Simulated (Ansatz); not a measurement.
Tuning the range parameter of LC-ωPBE so that −HOMO meets the ionisation energy; basis def2-SVP, Ansatz. System: (I2In-mu-H)3 (In3H3I6). Total charge 0; singlet. Geometry: PBE-D4/def2-SVP. The ionised state is a doublet.

Geometry of the singlet:

Cartesian coordinates in Å:
```
In 0.452 0.906 1.792
I -0.937 1.326 4.050
I 2.991 1.621 1.282
H -0.582 1.537 0.320
In -0.839 1.124 -1.527
I -3.471 0.712 -1.856
I 0.756 2.730 -2.966
H 0.008 -0.583 -1.427
In 0.337 -2.032 -0.229
I -1.883 -3.543 -0.162
I 2.861 -2.857 -0.615
H 0.307 -0.940 1.339
```

In the def2 sets I, In take a core potential; there is no spin–orbit coupling.

```json
{"ω (1/bohr)": "0.1", "HOMO (eV)": "-8.04", "LUMO (eV)": "-3.01", "vertical IE (eV)": "8.60", "HOMO + IE (eV)": "0.56"}
{"ω (1/bohr)": "0.15", "HOMO (eV)": "-8.63", "LUMO (eV)": "-2.64", "vertical IE (eV)": "8.97", "HOMO + IE (eV)": "0.34"}
{"ω (1/bohr)": "0.3", "HOMO (eV)": "-9.87", "LUMO (eV)": "-2.07", "vertical IE (eV)": "9.77", "HOMO + IE (eV)": "-0.10"}
```

(1) Estimate the row for 0.2 bohr⁻¹.

(2) Where does the tuning condition hold?

Answers

(1) 
| ω (1/bohr) | HOMO (eV) | LUMO (eV) | vertical IE (eV) | HOMO + IE (eV) |
| --- | --- | --- | --- | --- |
| 0.2 | -9.12 | -2.38 | 9.32 | 0.20 |

(2) Near ω = 0.27 bohr⁻¹, by linear interpolation.
